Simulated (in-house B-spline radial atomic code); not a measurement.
Ionising Hg⁴⁺ with different functionals

Computed with a B-spline radial code for spherical atoms: four-component Dirac-Coulomb Hamiltonian, Fermi nucleus of rms radius 5.4648 fm, spin-restricted, spherical fractional occupations for the functionals, and exact exchange of hybrids averaged over the configuration. The ionisation energy is the difference of two self-consistent energies, [Xe] 4f14 5d8 → [Xe] 4f14 5d7, without Breit or QED terms; ε is the level of the shell that loses the electron (mean over j). The electron is taken from both j subshells in proportion to 2j + 1, so the result is a j average, not the step between ground levels.

```tsv
method	rung	ΔSCF (eV)	-ε(5d) (eV)
B97-1	global hybrid	64.86	58.96
B3LYP	global hybrid	64.92	58.95
CAM-B3LYP	range-separated hybrid	64.86	60.83
HSE06	range-separated hybrid	64.86	58.91
```

Question: Among the functionals, which spreads more, the ΔSCF values or the orbital energies?

Answer: The orbital energies: ΔSCF values span about 0.07 eV and the orbital energies 1.92 eV; here energy differences depend much less on the functional than eigenvalues do.

Question: How do they compare with the NIST value?

Answer: NIST lists 61.2 eV ± 0.2 (measured, ground level to ground level). Errors run from +3.66 to +3.72 eV. The correlated functionals all miss on the same side by more than they spread, so the cause is common to them (Breit-QED terms, spin polarisation, the choice among j levels, multiplet and fine-structure energies, or a listed next ion that isn't the cheapest removal here) and closeness doesn't rank the functionals.
